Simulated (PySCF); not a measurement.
## Basis-set dependence of excited states

Compound: C4H7B.
Numbering: `[BH2:1][C@H:2]1[CH:3]=[CH:4][CH2:5]1` (hydrogens: H6, H7 on B1; H8 on C2; H9 on C3; H10 on C4; H11, H12 on C5)

TDDFT with PBE0 (PySCF), vertical singlets, core orbitals frozen in the response, spherical d and f functions. One conformer (not necessarily the lowest) at the PBE0-D3(BJ)/def2-SVP geometry, without solvent, vibrations or thermal averaging.

Question: How do the low singlets change with the basis? Take 6-31G*, 6-31+G*, def2-SVP, def2-SVPD, aug-cc-pVDZ, def2-TZVP and def2-TZVPD.

Answer: 

```json
{"basis": "6-31G*", "functions": "84", "diffuse": "no", "S1 (eV)": "4.67", "S2 (eV)": "5.83", "S3 (eV)": "6.19", "S4 (eV)": "7.22", "S5 (eV)": "7.28", "LUMO (eV)": "-0.89", "α (au)": "50.8"}
{"basis": "6-31+G*", "functions": "104", "diffuse": "yes", "S1 (eV)": "4.50", "S2 (eV)": "5.69", "S3 (eV)": "6.04", "S4 (eV)": "6.35", "S5 (eV)": "6.81", "LUMO (eV)": "-1.29", "α (au)": "58.0"}
{"basis": "def2-SVP", "functions": "105", "diffuse": "no", "S1 (eV)": "4.59", "S2 (eV)": "5.69", "S3 (eV)": "6.09", "S4 (eV)": "7.08", "S5 (eV)": "7.17", "LUMO (eV)": "-1.20", "α (au)": "53.3"}
{"basis": "def2-SVPD", "functions": "156", "diffuse": "yes", "S1 (eV)": "4.55", "S2 (eV)": "5.66", "S3 (eV)": "6.06", "S4 (eV)": "6.80", "S5 (eV)": "7.03", "LUMO (eV)": "-1.30", "α (au)": "60.4"}
{"basis": "aug-cc-pVDZ", "functions": "178", "diffuse": "yes", "S1 (eV)": "4.49", "S2 (eV)": "5.62", "S3 (eV)": "5.99", "S4 (eV)": "6.16", "S5 (eV)": "6.56", "LUMO (eV)": "-1.35", "α (au)": "62.1"}
{"basis": "def2-TZVP", "functions": "197", "diffuse": "no", "S1 (eV)": "4.52", "S2 (eV)": "5.65", "S3 (eV)": "6.02", "S4 (eV)": "6.90", "S5 (eV)": "7.01", "LUMO (eV)": "-1.30", "α (au)": "59.2"}
{"basis": "def2-TZVPD", "functions": "248", "diffuse": "yes", "S1 (eV)": "4.52", "S2 (eV)": "5.64", "S3 (eV)": "6.01", "S4 (eV)": "6.44", "S5 (eV)": "6.82", "LUMO (eV)": "-1.32", "α (au)": "61.8"}
```

States are compared by their number. Against the largest diffuse basis here (def2-TZVPD, itself not a converged limit), sets without diffuse functions differ by up to 0.15 eV in S1 and 0.46 eV in S5; the smaller diffuse sets differ by up to 0.04 and 0.27 eV. State by state, the largest deviation of a set without diffuse functions is S1 0.15, S2 0.19, S3 0.18, S4 0.77, S5 0.46 eV. The same number needn't mean the same state in each row. Against def2-TZVPD the polarisability deviates by -18% in 6-31G*, -6% in 6-31+G*, -14% in def2-SVP, -2% in def2-SVPD, 0% in aug-cc-pVDZ, -4% in def2-TZVP. A single + in a Pople set puts diffuse functions on heavy atoms only.
